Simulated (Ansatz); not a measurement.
Computed with Ansatz on PBE0-D4/def2-TZVP structures; ΔE is electronic, products minus reactants. CCSD(T)/CBS adds triple-zeta CCSD(T) − MP2 to the extrapolated MP2 energy (def2 sets, frozen cores). This one scheme is used for every species, atoms too. Functionals use def2-TZVPP. HSE06 is defined as in plane-wave codes. No spin–orbit coupling; open shells (•) take unrestricted orbitals. Spin–orbit coupling would lower the free atoms: a little for C, F; clearly for Br. Bonds to Br are less sure, by a few kJ/mol each and by 10 to 20 or more in all where they break to atoms, as the def2 sets lack core-valence functions. Scalar relativity is left out up to krypton.

`FC(F)(Br)Br` → 2 Br• + C• + 2 F•  (atomization)

CCSD(T)/CBS gives +15.90 eV.

Question: Another level gave +9.30 eV. Which?
A. r2SCAN-D4/def2-TZVPP
B. HF/def2-TZVPP
C. ωB97X-V/def2-TZVPP
D. HSE06-D4/def2-TZVPP

Answer: B. HF/def2-TZVPP 9.30, r2SCAN-D4 16.16, ωB97X-V 15.86, HSE06-D4 16.10 eV.

Largest T1 diagnostic among the species: 0.010.

In def2-TZVPP, CCSD(T) changes the Hartree–Fock value by +5.91 eV (the triples alone add +0.58 eV) and MP2 by +7.01 eV; breaking electron pairs costs correlation energy, which Hartree–Fock lacks. The D4 term adds +0.25 eV with B3LYP and +0.13 eV with PBE0; it sums over pairs of atoms, weighted by their polarisabilities, and B3LYP, whose exchange is more repulsive, gets the larger term. From BLYP to BHLYP (50 % exact exchange), in def2-TZVPP and without D4, ΔE moves by −1.48 eV: exact exchange takes away binding that semilocal exchange gives to molecules.

B3LYP here is the variant with VWN-RPA as its local correlation; programs differ in this.

For atomizations the MP2-based limit and the directly extrapolated one differ by several kJ/mol either way, and by 10 to 25 for some Ge, Se and Sn compounds, so smaller differences from it don't rank the levels.
